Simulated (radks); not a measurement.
Neutral dysprosium inside a hard spherical wall (all orbitals vanish at R), configuration held at [Xe] 4f10 6s2 and not refilled when levels cross. Calculated with a radial shooting solver on a logarithmic mesh with Libxc functionals: scalar-relativistic Kohn-Sham, PBE, spin-polarised, spherical densities, finite nucleus; open shells are filled with parallel spins first (spin-orbit coupling, left out, can overturn this in heavy ions); Fermi nuclear charge, rms radius 5.2218 fm. Eigenvalues in eV for spin up, with the zero of energy where the potential of the charges vanishes at infinity; a dash marks a level that is unbound or too diffuse for the functional's potential to be trusted. A positive occupied level is held by the wall or, in an anion where self-interaction has pushed it up, behind a barrier. The pressure on the wall is -dE/dV.

R (bohr) = free: E (hartree) -12156.2832; kinetic (hartree) 13112.525; e(5s) -49.686; e(5p) -25.920; e(4f) -4.369; e(6s) -3.805; e(5d, empty) -1.303; e(6p, empty) -1.178; pressure (GPa) 0
R (bohr) = 15: E (hartree) -12156.2832; kinetic (hartree) 13112.525; e(5s) -49.684; e(5p) -25.917; e(4f) -4.366; e(6s) -3.803; e(5d, empty) -1.299; e(6p, empty) -1.162; pressure (GPa) 0.000192
R (bohr) = 10: E (hartree) -12156.2806; kinetic (hartree) 13112.548; e(5s) -49.516; e(5p) -25.751; e(4f) -4.201; e(6s) -3.672; e(5d, empty) -1.135; e(6p, empty) -0.815; pressure (GPa) 0.0585
R (bohr) = 8: E (hartree) -12156.2661; kinetic (hartree) 13112.639; e(5s) -49.003; e(5p) -25.246; e(4f) -3.696; e(6s) -3.206; e(5d, empty) -0.642; e(6p, empty) 0.085; pressure (GPa) 0.582
R (bohr) = 7: E (hartree) -12156.2399; kinetic (hartree) 13112.770; e(5s) -48.406; e(5p) -24.663; e(4f) -3.106; e(6s) -2.557; e(5d, empty) -0.048; e(6p, empty) 1.213; pressure (GPa) 1.91
R (bohr) = 6: E (hartree) -12156.1732; kinetic (hartree) 13113.057; e(5s) -47.380; e(5p) -23.673; e(4f) -2.077; e(6s) -1.175; e(5d, empty) 1.043; e(6p, empty) 3.470; pressure (GPa) 6.75
R (bohr) = 5: E (hartree) -12155.9923; kinetic (hartree) 13113.753; e(5s) -45.590; e(5p) -21.976; e(4f) -0.225; e(6s) 2.011; e(5d, empty) 3.145; e(6p, empty) 8.357; pressure (GPa) 27.6
R (bohr) = 3.5: E (hartree) -12154.6557; kinetic (hartree) 13118.775; e(5s) -38.509; e(5p) -15.166; e(4f) 7.812; e(6s) 20.574; e(5d, empty) 12.810; e(6p, empty) 33.631; pressure (GPa) 419
R (bohr) = 3: E (hartree) -12152.9295; kinetic (hartree) 13125.196; e(5s) -32.318; e(5p) -8.698; e(4f) 15.303; e(6s) 40.418; e(5d, empty) 22.090; e(6p, empty) 58.170; pressure (GPa) 1350
R (bohr) = 2: E (hartree) -12135.4403; kinetic (hartree) 13183.297; e(5s) 9.949; e(5p) 40.384; e(4f) 60.799; e(6s) 187.10; e(5d, empty) 88.133; e(6p, empty) 222.95; pressure (GPa) 26300
R (bohr) = 1.5: E (hartree) -12087.0853; kinetic (hartree) 13328.876; e(5s) 109.25; e(5p) 155.80; e(4f) 135.76; e(6s) 484.49; e(5d, empty) 228.05; e(6p, empty) 538.34; pressure (GPa) 195000
